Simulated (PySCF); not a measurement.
**Electronic structure of N⁺ (nitrogen, charge +1) at the r2SCAN level**

Configuration: [He] 2s2 2p2, high-spin 3P determinant. Computed with PySCF 2.14 in cc-pVDZ, with no relativity, point nucleus.

| Item | Value |
| --- | --- |
| Total energy | -54.0249 hartree |
| One-electron energy | -69.9990 hartree |
| Hartree (Coulomb) energy | 22.3104 hartree |
| Exchange-correlation energy | -6.3363 hartree |
| Kinetic energy | 53.70472 hartree |
| ⟨S²⟩ | 2.0036 |
| ⟨L²⟩ | 2.007 |
| Sum of ⟨r⟩ | 5.485 bohr |
| Sum of ⟨r²⟩ | 7.927 bohr² |
| Traceless quadrupole moment −½Σ⟨3z² − r²⟩ along its main axis | 0.761 e·bohr² |
| Density at the nucleus (Gaussians lack the cusp) | 198 bohr⁻³ |
| Spin density at the nucleus | 0.166 bohr⁻³ |
| Langevin diamagnetic susceptibility | -6.28 ×10⁻⁶ cm³/mol |
| Time after the integrals | 0.1 s of wall time on 1 thread of Neoverse-V1 (shared host) |

```json
{"shell": "1s α", "electrons": "1", "mean orbital energy (eV)": "-406.62", "rms radius, mean of both spins (bohr)": "0.266"}
{"shell": "1s β", "electrons": "1", "mean orbital energy (eV)": "-405.11", "rms radius, mean of both spins (bohr)": "0.266"}
{"shell": "2s α", "electrons": "1", "mean orbital energy (eV)": "-34.800", "rms radius, mean of both spins (bohr)": "1.39"}
{"shell": "2s β", "electrons": "1", "mean orbital energy (eV)": "-30.375", "rms radius, mean of both spins (bohr)": "1.39"}
{"shell": "2p α", "electrons": "2", "mean orbital energy (eV)": "-22.855", "rms radius, mean of both spins (bohr)": "1.40"}
```
